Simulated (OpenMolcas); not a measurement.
# Ar3+: effect of the IPEA shift

```json
{
  "Program": "OpenMolcas 26.06",
  "Basis": "ANO-R1 [4s3p1d]",
  "Scalar Hamiltonian": "X2C, finite nucleus",
  "Active space": "5 electrons in 4 orbitals (3s 3p)",
  "State averaging": "2S+1 = 4 odd, 1 root; 2S+1 = 2 odd, 8 roots; 2S+1 = 4 even, 3 roots; 2S+1 = 2 even, 9 roots",
  "Spin-orbit coupling": "state interaction with AMFI integrals over the reference wave functions, term energies averaged over their components"
}
```

Methods on the same reference wave functions:
A. CASSCF
B. SS-CASPT2, IPEA 0.25 Eh, imaginary shift 0.1 Eh (closed shells correlated: 2s 2p)
C. SS-CASPT2, IPEA 0.5 Eh, imaginary shift 0.1 Eh (closed shells correlated: 2s 2p)

Energies in cm⁻¹ above 3s² 3p³ ⁴S°_3/2, the measured ground level; measured values from Saloman, J. Phys. Chem. Ref. Data 39, 033101 (2010).

```tsv
Level	A	B	C	Measured
3s² 3p³ ⁴S°_3/2	0.0	0.0	0.0	0.0
3s² 3p³ ²D°_3/2	25720	23750	23410	21091
3s² 3p³ ²D°_5/2	25897	23890	23550	21220
3s² 3p³ ²P°_1/2	36093	37000	36520	34855
3s² 3p³ ²P°_3/2	36269	37140	36660	35032
3s 3p⁴ ⁴P_5/2	124841	120370	120620	117563
3s 3p⁴ ⁴P_3/2	125874	121410	121660	118516
3s 3p⁴ ⁴P_1/2	126465	122000	122250	119043
3s 3p⁴ ²D_3/2	174818	159030	161570	145921
3s 3p⁴ ²D_5/2	174844	159060	161590	145999
3s 3p⁴ ²S_1/2	200388	191300	192800	177832
3s 3p⁴ ²P_3/2	221529	206340	207860	222956
3s 3p⁴ ²P_1/2	222771	207600	209120	224019
```

Deviations, from unrounded energies. A percentage is the sum of absolute deviations over the sum of measured energies, with the sign that they share, or ± where signs differ.

```tsv
Against measurement	Levels	A	B	C
mean absolute deviation (cm-1)	12	9700	7600	7800
other terms of the ground configuration (%)	4	+10.5	+8.5	+7.1
other configurations (%)	8	±8.3	±6.4	±6.7
```

B, C lie about equally close to measurement and A furthest from it. The largest miss of B in the table is 3s 3p⁴ ²P_3/2, by -17000 cm-1. The ranking rests on the paired levels alone, and a cruder setting can come out closer through cancelling errors.

Between B and C the level of the table that moves most is 3s 3p⁴ ²D_3/2, by 2500 cm-1 (lowest in B, highest in C). Moves below CASPT2's spread within the term are not significant.

The mean deviations of B to C differ by less than CASPT2's widest spread within a term (1100 cm-1), so their order carries little weight.

From A to B the spin-free energies of the other terms of 3s² 3p³ shown, above ⁴S°, scale by factors of 0.92 to 1.03.

The lowest spin-free term lies below A's lowest term by 0.086 hartree in B, 0.078 hartree in C.

CASPT2 breaks the degeneracy within a term, and the mean is taken; among the terms shown or strongly mixed into the levels shown the widest spread is 1100 cm-1 (3s 3p⁴ ²D, B). Over all roots computed the reference weight is 0.90 to 0.97 in B, 0.93 to 0.98 in C; the roots of lowest weight are the least certain, and an intruder state may touch them. Terms of s pⁿ other than that of highest spin mix with s² pⁿ⁻² d, which this space lacks; all of them can be thousands of cm-1 off, and some have no real level of that name. The basis is small and was not contracted for so high a charge. Computed and measured levels are paired by configuration, term and J; levels that our copy of the source lacks, or whose pairing is in doubt (as where it misses far off the trend of its configuration), stay unpaired and out of the deviations. Levels of configurations outside the active space are missing.

° marks odd parity.
